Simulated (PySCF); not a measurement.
## Spin states of Cu2

Unrestricted PBE0; basis Cu x2c-TZVPPall; spin-free X2C with a Gaussian nucleus; PySCF 2.14. Outer shells of the fragments: Cu 3d10 4s1; Cu 3d10 4s1.

Followed along the bond (rough minima from three points):

| 2Ms+1 | unpaired | ⟨S²⟩ at the start | R at minimum (Å) | Te (eV) |
| --- | --- | --- | --- | --- |
| 1 | none | 0.00 | 2.26 | 0.00 |
| 3 | σ ↑↑ | 2.01 | none in the scan | ≤ 1.75 |

Solutions found at the starting distance of 2.270 Å, counted from the lowest of them; the search is not exhaustive and high or unbound solutions are not listed, so other states can lie among these:

```json
{"2Ms+1": "1", "unpaired": "none", "term": "¹Σ⁺", "E (eV)": "0.00", "⟨S²⟩": "0.00", "⟨Lz²⟩": "0.00"}
{"2Ms+1": "3", "unpaired": "σ ↑↑", "term": "³Σ⁺", "E (eV)": "1.88", "⟨S²⟩": "2.01", "⟨Lz²⟩": "0.00"}
{"2Ms+1": "3", "unpaired": "σ ↑, π ↑", "term": "³Π", "E (eV)": "2.26", "⟨S²⟩": "2.04", "⟨Lz²⟩": "1.02"}
{"2Ms+1": "1", "unpaired": "σ ↑, π ↓", "term": "mixed", "E (eV)": "2.36", "⟨S²⟩": "1.03", "⟨Lz²⟩": "1.01"}
{"2Ms+1": "3", "unpaired": "σ ↑, δ ↑", "term": "³Δ", "E (eV)": "2.62", "⟨S²⟩": "2.02", "⟨Lz²⟩": "4.03"}
{"2Ms+1": "1", "unpaired": "σ ↑, δ ↓", "term": "mixed", "E (eV)": "2.70", "⟨S²⟩": "1.02", "⟨Lz²⟩": "4.03"}
{"2Ms+1": "3", "unpaired": "σ ↑, π ↑", "term": "³Π", "E (eV)": "3.95", "⟨S²⟩": "2.04", "⟨Lz²⟩": "1.07"}
{"2Ms+1": "5", "unpaired": "σ ↑↑↑, π ↑", "term": "mixed", "E (eV)": "5.85", "⟨S²⟩": "6.02", "⟨Lz²⟩": "1.34"}
{"2Ms+1": "5", "unpaired": "σ ↑↑↑↑", "term": "⁵Σ⁺", "E (eV)": "6.31", "⟨S²⟩": "6.00", "⟨Lz²⟩": "0.00"}
{"2Ms+1": "5", "unpaired": "σ ↑↑, π ↑↑", "term": "mixed", "E (eV)": "6.55", "⟨S²⟩": "6.01", "⟨Lz²⟩": "2.05"}
{"2Ms+1": "3", "unpaired": "σ ↑↑, π ↑↓", "term": "mixed", "E (eV)": "6.65", "⟨S²⟩": "3.03", "⟨Lz²⟩": "2.02"}
```

A term symbol is given only where ⟨S²⟩ and ⟨Lz²⟩ are close to those of a pure state; real π, δ and φ orbitals otherwise mix terms, and g/u labels are left off.

The measured ground state is X ¹Σ+ (Huber and Herzberg, Constants of Diatomic Molecules (1979)).

Counting both spins, an empty level lies below a filled one in some of these solutions, because spin and occupation are held.
